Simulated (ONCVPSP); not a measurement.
# Which change was made? (N, ONCV)

```json
{
  "Element": "nitrogen (N)",
  "Generator": "ONCVPSP 4.0.1",
  "Type": "optimised norm-conserving Vanderbilt (ONCV)",
  "Functional": "PBE",
  "Relativity": "scalar-relativistic",
  "Frozen core": "[He]",
  "Valence charge": "5",
  "Reference configuration": "2s2 2p2 (charge +1)",
  "Partial waves": "2s: rc 1.00 bohr, ncon 4, nbas 8, qcut 7.2 1/bohr, 2 projectors, debl 2.6 Ha; 2p: rc 1.10 bohr, ncon 4, nbas 7, qcut 7.1 1/bohr, 3 projectors, debl 3.5 Ha; d scattering state at 0.31 Ha: rc 1.20 bohr, ncon 3, nbas 6, qcut 8.7 1/bohr, 2 projectors, debl 3.9 Ha",
  "Local potential": "polynomial inside 0.95 bohr (lpopt 5, dvloc0 0 Ha)",
  "Core correction": "Teter function, fcfact 1.75, rcfact 1.55"
}
```

Cutoffs, loose and tight: the cutoffs (Ha) at which the residual kinetic energy of the hardest occupied pseudo-wave falls to 1 and 0.1 mHa per electron. They do not see the model core or the augmentation charge, which bear on the density cutoff. Test errors are all-electron minus pseudo excitation energies from the reference, over the configurations 2s2 2p3; 2s2 2p1; 2s2 2p0; 2s1 2p3; variants that change the core or the reference have their own tests.

The base gives: outcome: generated; cutoff, loose: 92 Ha; cutoff, tight: 142 Ha; bound ghosts: none; GHOST(+) flags above zero: p; largest test error (meV): +283.

After one change the result is: outcome: generated; cutoff, loose: 86 Ha; cutoff, tight: 137 Ha; bound ghosts: none; GHOST(+) flags above zero: p; largest test error (meV): +141. Which change was it?
A. p: rc 1.32
B. reference 2s1 2p4
C. s: qcut 5.7; p: qcut 5.6; d: qcut 6.9

B. The others give: s: qcut 5.7; p: qcut 5.6; d: qcut 6.9 → outcome: generated; cutoff, loose: 110 Ha; cutoff, tight: 170 Ha; bound ghosts: p; GHOST(+) flags above zero: none; largest test error (meV): +389 | p: rc 1.32 → outcome: generated; cutoff, loose: 28 Ha; cutoff, tight: 142 Ha; bound ghosts: none; GHOST(+) flags above zero: none; largest test error (meV): +408.
